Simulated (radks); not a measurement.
Initial-state core-level shifts of neutral erbium when its valence configuration changes from [Xe] 4f12 6s2. Method: Dirac Kohn-Sham, PBE, spin-unpolarised, spherical densities, finite nucleus; open shells fill j = l - 1/2 first; Fermi nuclear charge, rms radius 5.2516 fm; computed with a radial shooting solver on a logarithmic mesh with Libxc functionals. Shifts are changes of the shell-averaged eigenvalues in eV (positive: less bound); the change of the density at the nucleus, which sets a Mossbauer isomer shift, is in e/bohr^3, on a base of 8.728e+05.

valence                1s       4d       5s       5p  density at nucleus
4f11 6s2 6p1       -9.435  -10.179   -7.157   -6.233              +61.64
4f12 5d1 6s1       +0.512   +0.576   +0.683   +0.619              -33.33
4f10 6s2 6p2      -20.452  -21.922  -14.700  -12.694             +137.76
4f12 6s1 6p1       -1.312   -1.295   -1.354   -1.340              -28.13
4f11.5 5d1 6s1.5   -2.590   -2.884   -1.446   -1.130               +1.66
4f11 5d1 6s2       -6.409   -7.079   -4.009   -3.255              +44.46
4f10 6s1.5 6p2.5  -21.166  -22.626  -15.396  -13.372             +113.06
